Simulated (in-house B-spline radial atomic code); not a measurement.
Configurations of Sr4+, with energies counted from [Ar] 3d10 4s2 4p4. Level of theory: scalar-relativistic (X2C) B3LYP, spin-polarised, spherical fractional occupations, exact exchange averaged over the configuration, Fermi nucleus of rms radius 4.224 fm; calculated with a radial B-spline atomic code at the basis-set limit. Shells without spins written out take the highest spin.

Occupations are held fixed; configurations that lie above the ionisation limit could autoionise.

```tsv
configuration	E - E(ref) (eV)	highest orbital	its <r> (bohr)
[Ar] 3d10 4s2 4p3 5p1	38.418	5p up	3.123
[Ar] 3d10 4s1 4p4 4d1	44.479	4d up	1.811
[Ar] 3d9 4s2 4p5	118.1	4p down	1.404
[Ar] 3d9 4s2 4p4 5s1	153.65	5s up	2.738
[Ar] 3d9 4s2 4p4 5d1	168.63	5d up	3.837
```

(1) Order these further configurations by energy, lowest first.
A. [Ar] 3d10 4s1 4p5
B. [Ar] 3d10 4s1 4p4 5f1
C. [Ar] 3d9 4s2 4p4 4d1
D. [Ar] 3d9 4s2 4p4 4f1
E. [Ar] 3d10 4s2 4p3 5f1

(2) How far above the reference does [Ar] 3d10 4s2 4p3 4f1 lie?

## Answers

(1) A (19.938 eV), E (54.733 eV), B (74.806 eV), C (145.03 eV), D (168.03 eV).

(2) 46.308 eV; its least bound orbital is 4f up with <r> = 2.909 bohr.
